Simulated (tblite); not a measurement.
Species: C5H10O2Si2.
Atom-mapped SMILES: `[CH2:1]=[CH:2][O:3]/[C:4]([SiH3:5])=[C:6](/[SiH3:7])[CH:8]=[O:9]` (hydrogens: H10, H11 on C1; H12 on C2; H13, H14, H15 on Si5; H16, H17, H18 on Si7; H19 on C8)

Computed with GFN2-xTB (tblite), gas phase: L-BFGS steps from a force-field or distance-geometry start until the largest atomic force falls under 0.01 eV/Å.

Step 22: E = -743.1831 eV
```
atom  x, y, z in Å  |  force x, y, z in eV/Å
C1      3.4029   -0.1021   -0.3969    0.024  -0.014   0.011
C2      2.1579    0.0151    0.0313   -0.032  -0.015  -0.042
O3      1.1582    0.4086   -0.8042   -0.052   0.021  -0.009
C4     -0.1272    0.4688   -0.2867   -0.017   0.033   0.017
Si5    -0.6003    2.2629    0.1339   -0.010   0.010  -0.002
C6     -0.8748   -0.6363   -0.1411    0.003  -0.017  -0.036
Si7    -2.6285   -0.7652    0.5604    0.012   0.022  -0.010
C8     -0.4287   -1.9607   -0.5397    0.041  -0.010   0.056
O9     -1.1011   -2.9406   -0.3061   -0.013   0.006  -0.007
H10     3.6584    0.0850   -1.4241   -0.018   0.004   0.003
H11     4.1913   -0.3838    0.2711    0.021  -0.027   0.048
H12     1.8574   -0.1615    1.0602    0.059  -0.056  -0.034
H13     0.5757    3.0595   -0.2068    0.013   0.035  -0.019
H14    -0.8740    2.3589    1.5679    0.006  -0.019   0.033
H15    -1.7725    2.6518   -0.6401   -0.027   0.021  -0.044
H16    -3.0615    0.6043    0.8584   -0.032   0.014   0.022
H17    -3.4939   -1.3583   -0.4521   -0.009  -0.018  -0.001
H18    -2.5770   -1.5476    1.7911   -0.002  -0.022   0.010
H19     0.5279   -2.0494   -1.0840    0.032   0.033   0.004
```

Step 23: E = -743.1842 eV
```
atom  x, y, z in Å  |  force x, y, z in eV/Å
C1      3.4016   -0.1042   -0.3980    0.028  -0.008   0.018
C2      2.1568    0.0128    0.0297   -0.042  -0.012  -0.047
O3      1.1591    0.4116   -0.8051   -0.065   0.040  -0.003
C4     -0.1265    0.4721   -0.2883   -0.032   0.012   0.008
Si5    -0.6012    2.2668    0.1323   -0.017  -0.006  -0.011
C6     -0.8727   -0.6344   -0.1424    0.007  -0.047  -0.017
Si7    -2.6270   -0.7671    0.5600    0.035   0.017  -0.013
C8     -0.4261   -1.9620   -0.5358    0.029   0.018   0.017
O9     -1.1047   -2.9386   -0.3050    0.019   0.031  -0.004
H10     3.6585    0.0894   -1.4232   -0.009  -0.002  -0.005
H11     4.1863   -0.3897    0.2719    0.047  -0.032   0.047
H12     1.8561   -0.1673    1.0576    0.050  -0.061  -0.028
H13     0.5746    3.0640   -0.2059    0.020   0.038  -0.024
H14    -0.8735    2.3617    1.5665    0.003  -0.022   0.038
H15    -1.7738    2.6600   -0.6399   -0.018   0.012  -0.040
H16    -3.0639    0.5999    0.8603   -0.031   0.028   0.022
H17    -3.4912   -1.3604   -0.4526   -0.016  -0.022  -0.009
H18    -2.5744   -1.5501    1.7903    0.000  -0.022   0.009
H19     0.5323   -2.0554   -1.0798   -0.009   0.040   0.041
```

**Question.** Estimate the geometry and energy of step 24. (The exact step hangs on the optimiser's Hessian estimate; all steps are aligned on step 23, rigid shifts and turns removed.)

**Answer.** E = -743.1854 eV, largest force 0.095 eV/Å
```
atom  x, y, z in Å  |  force x, y, z in eV/Å
C1      3.4006   -0.1067   -0.3989    0.022  -0.002   0.020
C2      2.1552    0.0098    0.0269   -0.035  -0.011  -0.042
O3      1.1589    0.4154   -0.8061   -0.054   0.057   0.008
C4     -0.1266    0.4758   -0.2898   -0.043  -0.011  -0.007
Si5    -0.6026    2.2713    0.1305   -0.021  -0.011  -0.016
C6     -0.8702   -0.6328   -0.1441    0.005  -0.056   0.017
Si7    -2.6250   -0.7687    0.5593    0.040   0.006  -0.010
C8     -0.4225   -1.9630   -0.5312    0.006   0.044  -0.031
O9     -1.1081   -2.9359   -0.3039    0.052   0.045   0.003
H10     3.6584    0.0941   -1.4224    0.007  -0.010  -0.003
H11     4.1815   -0.3966    0.2738    0.054  -0.031   0.028
H12     1.8560   -0.1752    1.0541    0.029  -0.063  -0.023
H13     0.5736    3.0698   -0.2055    0.014   0.030  -0.026
H14    -0.8727    2.3641    1.5657    0.001  -0.024   0.029
H15    -1.7756    2.6692   -0.6407   -0.001   0.000  -0.029
H16    -3.0676    0.5958    0.8629   -0.023   0.030   0.017
H17    -3.4887   -1.3631   -0.4530   -0.015  -0.020  -0.010
H18    -2.5717   -1.5530    1.7895    0.003  -0.016   0.000
H19     0.5374   -2.0610   -1.0746   -0.038   0.044   0.075
```

The energy changes by -0.0012 eV. The first-order estimate −F·Δx gives -0.0016 eV and the mean of the old and new forces, exact on a quadratic surface, -0.0012 eV. The step makes an angle of 72° with the force vector and moves no atom by more than 0.009 Å.

What follows is the cost of the whole relaxation. Time: 0.8 s. Hardware: one thread, Arm Neoverse V1 (aarch64), on a shared host.
